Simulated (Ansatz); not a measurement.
A set of 12 reactions (bond dissociation), with CCSD(T)/CBS values in kJ/mol:

```csv
reaction,ΔE
`CO[Si@@H](N)[Si@@H](N)OC` → 2 `CO[SiH]N`•,340.3
`FC(F)(F)Cl` → `F[C](F)F`• + Cl•,372.1
`[CH3][Al]([OH])[O][SiH3]` → `[CH3][Al][O][SiH3]`• + `[OH]`•,566.0
`ClB(Cl)Br` → `Cl[B]Cl`• + Br•,446.1
`Cl[B](Cl)[GeH3]` → `Cl[B]Cl`• + `[GeH3]`•,359.0
`[F][AlH][S][SiH3]` → `[F][AlH]`• + `[SiH3][S]`•,417.4
`FC(F)(Br)I` → Br• + `F[C](F)I`•,293.2
`CB(S)S` → `C[B]S`• + `[SH]`•,452.3
`N#[C][SnH2][Cl]` → Cl• + `N#[C][SnH2]`•,397.2
`[SiH3][SiH2][SeH]` → `[SeH]`• + `[SiH2][SiH3]`•,341.4
`CBCBO` → `[BH]O`• + `[CH2]BC`•,428.7
`F[Si](F)(Cl)I` → I• + `F[Si](F)Cl`•,368.0
```

Calculated with Ansatz (gas phase, PBE0-D4/def2-TZVP geometries, no zero-point term in ΔE). CCSD(T)/CBS adds triple-zeta CCSD(T) − MP2 to the extrapolated MP2 energy (def2 sets, frozen cores). This one scheme is used for every species, atoms too. Functionals use def2-TZVPP. No spin–orbit coupling; open shells (•) take unrestricted orbitals. Spin–orbit coupling would lower the free atoms: a little for Cl; clearly for Br; strongly for I. def2 core potentials past Kr. Bonds to Br, Ge, I, Se, Sn are less sure, by a few kJ/mol each and by 10 to 20 or more in all where they break to atoms, as the def2 sets lack core-valence functions. Scalar relativity is left out up to krypton. Each species was taken in one conformer, which may not be the lowest.

**Question.** Give the mean, mean absolute and largest difference (level minus CCSD(T)/CBS, kJ/mol) for: r2SCAN-D4, ωB97X-V, B2PLYP, PBE, r2SCAN, PBE0, HF/def2-TZVPP, CCSD/def2-TZVPP, CCSD(T)/def2-TZVPP, HF/def2-QZVPP, MP2/def2-QZVPP, SCS-MP2/def2-QZVPP, HF/CBS(def2), MP2/CBS(def2). (Best estimate.)

**Answer.** Computed: 
| level | mean | mean absolute | largest |
| --- | --- | --- | --- |
| r2SCAN-D4 | -24.1 | 24.1 | -35.1 |
| ωB97X-V | -6.2 | 6.8 | -18.2 |
| B2PLYP | -23.9 | 23.9 | -31.7 |
| PBE | -21.7 | 21.7 | -40.2 |
| r2SCAN | -26.1 | 26.1 | -39.3 |
| PBE0 | -23.2 | 23.2 | -34.4 |
| HF/def2-TZVPP | -129.4 | 129.4 | -161.3 |
| CCSD/def2-TZVPP | -25.9 | 25.9 | -35.1 |
| CCSD(T)/def2-TZVPP | -15.3 | 15.3 | -23.2 |
| HF/def2-QZVPP | -130.4 | 130.4 | -162.4 |
| MP2/def2-QZVPP | 11.4 | 11.9 | 22.7 |
| SCS-MP2/def2-QZVPP | 2.7 | 3.5 | 11.6 |
| HF/CBS(def2) | -130.5 | 130.5 | -162.6 |
| MP2/CBS(def2) | 18.3 | 18.3 | 28.9 |

The largest T1 diagnostic in the set is 0.018, for `N#[C][SnH2]`• (customary mark 0.045).

CCSD(T)/CBS is a level of theory with its own doubt, and the functionals carry their triple-zeta basis error, so these figures describe this set and don't rank the functionals.
